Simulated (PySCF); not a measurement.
C6H15B, charge -1, doublet, geometry from GFN2-xTB (a state made from the parent by changing its charge; the spin is typed, not shown lowest) (in this run its highest filled SCF level lies above zero, so its values depend strongly on the basis, on diffuse functions most of all). Base run: R2SCAN/STO-3G run with PySCF.

The PySCF input:
```python
from pyscf import gto, scf, dft

mol = gto.Mole()
mol.atom = '''
    B    -0.199781   -0.261703   -0.081444
    C     0.987355    0.439794   -0.965433
    C     1.891906   -0.547391   -1.728562
    H     1.654347    1.049172   -0.334151
    H     0.574586    1.127098   -1.719802
    H     1.297747   -1.145029   -2.420808
    H     2.377066   -1.232119   -1.032686
    H     2.678311   -0.043437   -2.308481
    C    -1.719786    0.053635   -0.585278
    C    -2.198504    1.499230   -0.319077
    H    -2.453312   -0.610837   -0.102603
    H    -1.826985   -0.119859   -1.666512
    H    -1.536195    2.208516   -0.814528
    H    -2.172010    1.708068    0.749726
    H    -3.222057    1.685735   -0.676075
    C     0.010949   -0.190215    1.540641
    C     1.065438   -1.167370    2.082391
    H    -0.931885   -0.403434    2.064203
    H     0.320482    0.816577    1.884593
    H     2.031088   -0.968531    1.618472
    H     0.788510   -2.195800    1.846443
    H     1.195068   -1.093703    3.171340
'''
mol.basis = 'sto-3g'
mol.charge = -1
mol.spin = 1
mol.verbose = 4
mol.build()

mf = dft.UKS(mol)
mf.xc = 'r2scan'
mf.kernel()
mf.analyze()
```

Variants of this job, named by their change:

```csv
change,ΔE vs base (mEh),SCF cycles,<S^2>
base,0.000,10,0.754
diis_space = 2,0.000,13,0.754
conv_tol = 1e-11,0.000,12,0.754
init_guess = sap,0.000,11,0.754
level_shift = 1.0 (with mf.max_cycle = 100),0.000,25,0.754
conv_tol_grad = 1e-7,0.000,14,0.754
init_guess = 1e,0.000,20,0.754
init_guess = vsap,0.000,10,0.754
damp = 0.5; diis_start_cycle = 5,0.000,11,0.754
diis = off; damp = 0.6 (with mf.diis_start_cycle = 200; with mf.max_cycle = 150),0.000,26,0.754
DIIS = ADIIS,0.000,14,0.754
conv_tol = 1e-7,0.000,8,0.754
init_guess = mod_huckel,0.000,11,0.754
```

Open shells are given as the SCF converged; they aren't shown to be the lowest states, and a large step between rows can be another state.
